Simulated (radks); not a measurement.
Question: K+, 18 electrons, occupied as [He] 2s2 2p5.5 3s2 3p6 3d0.5 (fractional occupations, a model configuration). All-electron calculation, scalar-relativistic Kohn-Sham, LDA (Slater exchange, Perdew-Wang correlation), spin-polarised, spherical densities, finite nucleus; open shells are filled with parallel spins first; Fermi nuclear charge, rms radius 3.4349 fm. Program: a radial shooting solver on a logarithmic mesh with Libxc functionals. Some entries of the table are withheld. Estimate them.

orbital  occ.  eigenvalue (Ry)  <r^2> (bohr^2)
1s up       1        -260.4532        0.008874
1s down     1        -260.3500        0.008869
2s up       1        -27.54741          0.1757
2s down     1        -27.38976          0.1762
2p up       3        -22.35664          0.1482
2p down   2.5        -22.17720          0.1489
3s up       1         -3.29691           1.760
3s down     1         -3.26270           1.767
3p up       3         -2.06367           2.212
3p down     3         -2.03026           2.223
4s up       0              (1)           17.62
4s down     0              (2)           18.18
3d up     0.5         -0.39824           8.185
3d down     0         -0.37137           8.531
4p up       0         -0.33812           28.11
4p down     0         -0.31912           29.80
4d up       0              (3)             (4)
4d down     0              (5)             (6)

Answer: 
(1) 4s up eigenvalue (Ry): -0.52607
(2) 4s down eigenvalue (Ry): -0.50117
(3) 4d up eigenvalue (Ry): -0.13327
(4) 4d up <r^2> (bohr^2): 96.14
(5) 4d down eigenvalue (Ry): -0.12834
(6) 4d down <r^2> (bohr^2): 103.2
